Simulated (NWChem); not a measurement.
System: C₃H₄BNO; SMILES C1B(N=CC=1)O

Here is an NWChem input.

```
start job
memory heap 200 mb stack 900 mb global 1100 mb
geometry units angstroms noautoz
  O      0.117655    -2.098710     0.000000
  B      0.053964    -0.752673     0.000000
  C      1.266594     0.271686     0.000000
  C      0.651816     1.466477     0.000000
  C     -0.847144     1.235229     0.000000
  N     -1.234213     0.011708     0.000000
  H     -0.780201    -2.471467     0.000000
  H      2.341211     0.126692     0.000000
  H      1.099327     2.457782     0.000000
  H     -1.555747     2.070540     0.000000
end
basis spherical
  * library def2-svp
end
dft
  xc b3lyp
  iterations 150
  mulliken
end
task dft energy
```

NWChem printed, in part:

```
             Northwest Computational Chemistry Package (NWChem) 7.3.0
             --------------------------------------------------------

 CS  symmetry detected

                             Geometry "geometry" -> ""
                             -------------------------

 Output coordinates in angstroms (scale by  1.889725989 to convert to a.u.)

  No.       Tag          Charge          X              Y              Z
 ---- ---------------- ---------- -------------- -------------- --------------
    1 O                    8.0000     0.11867445    -2.08786718     0.00000000
    2 B                    5.0000     0.05273379    -0.74193852     0.00000000
    3 C                    6.0000     1.26364999     0.28444583     0.00000000
    4 C                    6.0000     0.64687588     1.47820763     0.00000000
    5 C                    6.0000    -0.85169552     1.24445460     0.00000000
    6 N                    7.0000    -1.23671899     0.02028837     0.00000000
    7 H                    1.0000    -0.77855727    -2.46212433     0.00000000
    8 H                    1.0000     2.33850783     0.14124814     0.00000000
    9 H                    1.0000     1.09272940     2.47025921     0.00000000
   10 H                    1.0000    -1.56169366     2.07858008     0.00000000

 Effective nuclear repulsion energy (a.u.)     195.2351240435

      Symmetry information
      --------------------

 Group name             Cs
 Group number              2
 Group order               2
 No. of unique centers    10

                                 NWChem DFT Module
                                 -----------------

 Summary of "ao basis" -> "ao basis" (spherical)
 ------------------------------------------------------------------------------
       Tag                 Description            Shells   Functions and Types
 ---------------- ------------------------------  ------  ---------------------
 O                          def2-svp                 6       14   3s2p1d
 B                          def2-svp                 6       14   3s2p1d
 C                          def2-svp                 6       14   3s2p1d
 N                          def2-svp                 6       14   3s2p1d
 H                          def2-svp                 3        5   2s1p

      Symmetry analysis of basis
      --------------------------

        a'         76
        a"         28

            General Information
            -------------------
          SCF calculation type: DFT
          Wavefunction type:  closed shell.
          No. of atoms     :    10
          No. of electrons :    42
           Alpha electrons :    21
            Beta electrons :    21
          Charge           :     0
          Spin multiplicity:     1
          Use of symmetry is: on ; symmetry adaption is: on
          Maximum number of iterations: 150
          AO basis - number of functions:   104
                     number of shells:    48
          Convergence on energy requested:  1.00D-06
          Convergence on density requested:  1.00D-05
          Convergence on gradient requested:  5.00D-04

              XC Information
              --------------
                         B3LYP Method XC Potential
                     Hartree-Fock (Exact) Exchange  0.200
                        Slater Exchange Functional  0.800 local
                    Becke 1988 Exchange Functional  0.720 non-local
              Lee-Yang-Parr Correlation Functional  0.810
                  VWN I RPA Correlation Functional  0.190 local

             Grid Information
             ----------------
          Grid used for XC integration:  medium
          Radial quadrature: Mura-Knowles
          Angular quadrature: Lebedev.
          Tag              B.-S. Rad. Rad. Pts. Rad. Cut. Ang. Pts.
          ---              ---------- --------- --------- ---------
          O                   0.60       49          12.0       434
          B                   0.85       49          10.0       434
          C                   0.70       49          11.0       434
          N                   0.65       49          10.0       434
          H                   0.35       45          13.0       434
          Grid pruning is: on
          Number of quadrature shells:   474
          Spatial weights used:  Erf1

      Superposition of Atomic Density Guess
      -------------------------------------

 Sum of atomic energies:        -268.31087776

      Non-variational initial energy
      ------------------------------

 Total energy =    -271.727880
 1-e energy   =    -749.271312
 2-e energy   =     282.308308
 HOMO         =      -0.324529
 LUMO         =      -0.114457

      Symmetry analysis of molecular orbitals - initial
      -------------------------------------------------

  Numbering of irreducible representations:

     1 a'          2 a"

  Orbital symmetries:

     1 a'          2 a'          3 a'          4 a'          5 a'
     6 a'          7 a'          8 a'          9 a'         10 a'
    11 a'         12 a'         13 a'         14 a'         15 a"
    16 a'         17 a"         18 a'         19 a'         20 a'
    21 a"         22 a"         23 a"         24 a'         25 a'
    26 a"         27 a'         28 a'         29 a'         30 a'
    31 a'

     ---------------------------------------------
      Total Density - Mulliken Population Analysis
     ---------------------------------------------

[...]
```

Level: B3LYP/def2-SVP. Structure relaxed at the B3LYP/6-31G* (spherical d) level. B3LYP is NWChem's, with the RPA form of VWN correlation.
